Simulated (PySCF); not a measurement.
## How methods differ on the electron affinity of V

V⁻ [Ar] 3d4 4s2 (5D) → V [Ar] 3d3 4s2 (4F), as a difference of total energies. All numbers are calculated (PySCF 2.14, no relativity, point nucleus, in def2-QZVPPD (11s6p5d3f2g, 93 functions)). Correlated levels: valence and next inner shell: [Ne] frozen. The calculations carry no spin-orbit coupling.

| method | electron affinity (eV) |
| --- | --- |
| UHF | -0.719 |
| MP2 (valence and next inner shell) | 0.507 |
| SCS-MP2 (valence and next inner shell) | -0.134 |
| CCSD (valence and next inner shell) | 0.330 |
| CCSD(T) (valence and next inner shell) | 0.474 |

These non-relativistic numbers lack the scalar-relativistic shift.

The reference lies between the lowest fine-structure levels, while these numbers refer to the centres of the terms.

Errors of the correlated levels include the incompleteness of this basis and the frozen core.

A negative affinity means that the anion lies above the atom at that level of theory.

The coupled-cluster amplitudes are large for V⁻ (T1 above 0.03 or a double amplitude above 0.15), so a single reference is strained.

For comparison: 0.528 eV (measured; photodetachment measurements, as compiled on the Wikipedia data page of electron affinities).
